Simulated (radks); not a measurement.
Values are calculated unless marked as measured or tabulated.
The nuclear charge of the aluminium ion Al2+ is varied continuously with 11 electrons held in [Ne] 3s1. Code: a radial shooting solver on a logarithmic mesh with Libxc functionals. Model: non-relativistic Kohn-Sham, PBE, spin-polarised, spherical densities, point nucleus; open shells are filled with parallel spins first. By the Hellmann-Feynman theorem dE/dZ = E(electron-nucleus)/Z, the electronic potential at the nucleus.

Z,E (hartree),E(electron-nucleus)/Z (hartree),HOMO,e(HOMO) (eV),<r> HOMO (bohr)
12,-199.67537,-39.5788,3s,-11.899,2.772
12.25,-209.69952,-40.6142,3s,-14.709,2.594
12.5,-219.98239,-41.6486,3s,-17.739,2.443
12.75,-230.52377,-42.6823,3s,-20.984,2.311
13,-241.32347,-43.7153,3s,-24.440,2.196
13.25,-252.38136,-44.7477,3s,-28.103,2.093
13.5,-263.69730,-45.7797,3s,-31.971,2.001
13.75,-275.27119,-46.8114,3s,-36.043,1.918
14,-287.10295,-47.8426,3s,-40.317,1.843

The central difference of E at Z = 13 is -43.715 hartree, to compare with the third column; the second derivative is -4.13 hartree.
